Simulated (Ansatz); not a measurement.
Reaction (atomization): `C[CH2][Ge][NH2]` → 2 C• + Ge• + 7 H• + N•

Calculated with Ansatz (gas phase, PBE0-D4/def2-TZVP geometries, no zero-point term in ΔE). CCSD(T)/CBS is the MP2 limit (def2-TZVPP, def2-QZVPP) plus CCSD(T) − MP2 in def2-TZVPP, frozen cores. This one scheme is used for every species, atoms too. DFT in def2-TZVPP. Open shells (•) are unrestricted, without spin–orbit coupling. Spin–orbit coupling would lower the free atoms: a little for C; clearly for Ge. Bonds to Ge are less sure, by a few kJ/mol each and by 10 to 20 or more in all where they break to atoms, as the def2 sets lack core-valence functions. Scalar relativity is left out up to krypton. One conformer a species, not always the lowest.

`C[CH2][Ge][NH2]`:

Cartesian coordinates in Å:
```
C 0.312 0.741 -1.244
C -0.799 -0.002 -0.504
Ge -0.775 0.488 1.445
N 0.393 -0.814 1.943
H 1.301 0.449 -0.881
H 0.288 0.546 -2.320
H 0.230 1.826 -1.115
H -0.688 -1.085 -0.621
H -1.774 0.270 -0.921
H 0.779 -1.517 1.330
H 0.733 -0.902 2.887
```

```
           level  ΔE (kcal/mol)
          revPBE          921.8
            BLYP          932.3
         LC-ωPBE          934.3
CCSD(T)/def2-SVP          887.7
   HF/def2-TZVPP          673.8
  MP2/def2-TZVPP          924.8
   HF/def2-QZVPP          674.7
   MP2/CBS(def2)          949.5
```

Task: What does CCSD(T)/CBS give? (Best estimate.)

Result: The calculation gave: +943.3 kcal/mol. The listed levels differ from it by -21.5, -11.0, -9.0, -55.6, -269.5, -18.5, -268.6, 6.2 kcal/mol.

Largest T1 diagnostic among the species: 0.013.

Leaving LDA and LC-ωPBE aside and taking each functional with its dispersion term where it has one, the values, not all of them listed here, spread over 41.3 kcal/mol, from BHLYP-D4 to PBE-D4. LDA lies +118.9 kcal/mol from PBE without D4, its usual overbinding. The D4 term adds +8.1 kcal/mol with B3LYP and +4.2 kcal/mol with PBE0; it sums over pairs of atoms, weighted by their polarisabilities, and B3LYP, whose exchange is more repulsive, gets the larger term.

B3LYP here is the variant with VWN-RPA as its local correlation; programs differ in this.

For atomizations the MP2-based limit and the directly extrapolated one differ by several kJ/mol either way, and by 10 to 25 for some Ge, Se and Sn compounds, so smaller differences from it don't rank the levels.
